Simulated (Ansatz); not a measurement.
Series CXY, Y = fluoro, computed as singlets and as triplets. Gas-phase values, no solvent. One relaxed conformer stands for each flexible species; it need not be the lowest. Strings in code marks are SMILES.

Quantity: adiabatic spin-state energy, in kcal/mol. HF references are unrestricted for open shells and restricted for singlets. The restricted reference of `F[C]F` is unstable towards unrestricted orbitals.

Case: `F[C]F`: multiplicity 3 minus multiplicity 1. The other species in the difference include `F[C]F` (neutral, multiplicity 1). Geometry of `[C](F)F` (neutral, multiplicity 3, Å):

```xyz
3

F      1.1304    -0.2194     0.0000
C     -0.0001     0.4395     0.0000
F     -1.1303    -0.2200     0.0000
```

What adiabatic spin-state energy does frozen-core CCSD(T)/cc-pVQZ // PBE0-D3(BJ)/def2-TZVP (Ansatz, an electronic-structure program) give?

56.7 kcal/mol.
